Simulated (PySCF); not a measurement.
## How methods differ on the ionisation energy of Sb²⁺

Sb²⁺ [Kr] 4d10 5s2 5p1 (2P) → Sb³⁺ [Kr] 4d10 5s2 (1S), as a difference of total energies. Calculation: PySCF 2.14, in x2c-QZVPPall with one added diffuse shell each of s, p, d, f type (14s10p8d5f1g, 128 functions); the spin-free X2C one-electron Hamiltonian (Gaussian nucleus). Correlated levels: valence: [Kr] 4d10 frozen; valence and next inner shell: [Ar] 3d10 frozen. The calculations carry no spin-orbit coupling.

```
                                method  ionisation energy (eV)  plus first-order spin-orbit estimate  error of that sum (eV)
                                   UHF                  24.149                                24.633                  -0.690
                                   LDA                  24.958                                25.442                  +0.119
                                   PBE                  24.726                                25.210                  -0.113
                                  PBE0                  24.760                                25.243                  -0.080
                                r2SCAN                  24.874                                25.358                  +0.035
                               LC-wPBE                  24.900                                25.383                  +0.060
                             BHandHLYP                  24.729                                25.213                  -0.110
                                revPBE                  24.659                                25.143                  -0.180
                         MP2 (valence)                  24.398                                24.882                  -0.441
                     SCS-MP2 (valence)                  24.393                                24.877                  -0.446
    MP2 (valence and next inner shell)                  24.622                                25.106                  -0.217
SCS-MP2 (valence and next inner shell)                  24.548                                25.032                  -0.291
```

Reference: 25.323 eV (measured; NIST Atomic Spectra Database, ionization energies).

A first-order spin-orbit estimate (lowest level to lowest level, LS coupling) adds 0.484 eV.

Errors of the correlated levels include the incompleteness of this basis and the frozen core.
